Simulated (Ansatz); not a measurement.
`[CH3][Sb]([OH])[GaH2]` at its PBE0-D4/def2-TZVP geometry, where that method's forces vanish. Total charge 0; spin multiplicity 1. Sb takes the def2 core potential.

```xyz
10

C    -0.4478   -1.0072    1.2053
Sb    0.6286   -1.0859   -0.6836
O     2.2673   -0.1511   -0.0744
Ga   -0.6475    1.0539   -1.5597
H    -1.4888   -1.2950    1.0470
H    -0.4080   -0.0156    1.6553
H     0.0223   -1.7243    1.8780
H     2.1052    0.7722    0.1353
H    -2.1028    0.9963   -2.1606
H     0.0715    2.4566   -1.4427
```

Question: What forces (eV/Å) does ωB97M-V/def2-TZVPP give on these atoms in Ansatz? (Estimate.)

Answer: Computed: 
```
C1   0.068 -0.016 -0.060
Sb2 -0.138  0.089  0.031
O3  -0.056  0.080  0.013
Ga4  0.017  0.013 -0.014
H5   0.071  0.022  0.026
H6  -0.009 -0.071 -0.024
H7  -0.058  0.064 -0.036
H8   0.040 -0.051  0.000
H9   0.133  0.002  0.064
H10 -0.069 -0.132 -0.001
```
